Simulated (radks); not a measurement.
The numbers below are computed, except where a source is named.
Spherical quantum dot in the effective-mass picture: electrons in a parabolic well V = omega^2 r^2 / 2 with omega = 0.265, all in effective atomic units (hartree* = m*/eps^2 hartree, bohr* = eps/m* bohr), one dielectric constant everywhere. Level of theory: non-relativistic Kohn-Sham, PBEsol, spin-polarised, spherical densities (a radial shooting solver with Libxc functionals). Levels are named by radial order and angular momentum (1s, 1p, 1d, 2s, ...), and open shells are averaged over m. Results are scaled to m* = 0.145 and eps = 5.5, for which hartree* = 130.4 meV and bohr* = 2.007 nm.

N = 9, configuration 1s2 1p6 1d(up 1, down 0). This is the lowest configuration that the search found. Occupied levels:

| level | occupation | eigenvalue (meV) | <r> (nm) |
|---|---|---|---|
| 1s up | 1 | 319.47 | 6.764 |
| 1s down | 1 | 320.32 | 6.647 |
| 1p up | 3 | 334.34 | 8.117 |
| 1p down | 3 | 335.71 | 8.054 |
| 1d up | 1 | 352.59 | 9.088 |

Energy (meV): total 1868.54, kinetic 205.18, external 698.26, Hartree 1206.3, exchange-correlation -241.16.

Electron density:

| r (nm) | n(r) (e/nm^3) |
|---|---|
| 0.330 | 0.001330 |
| 1.58 | 0.001513 |
| 2.82 | 0.001862 |
| 4.07 | 0.002221 |
| 5.31 | 0.002412 |
| 6.56 | 0.002302 |
| 7.80 | 0.001876 |
| 9.05 | 0.001269 |
| 10.3 | 0.0006890 |
| 11.5 | 0.0002919 |
| 12.8 | 0.00009681 |
| 14.0 | 0.00002553 |
| 15.3 | 5.337e-06 |
| 16.5 | 8.751e-07 |
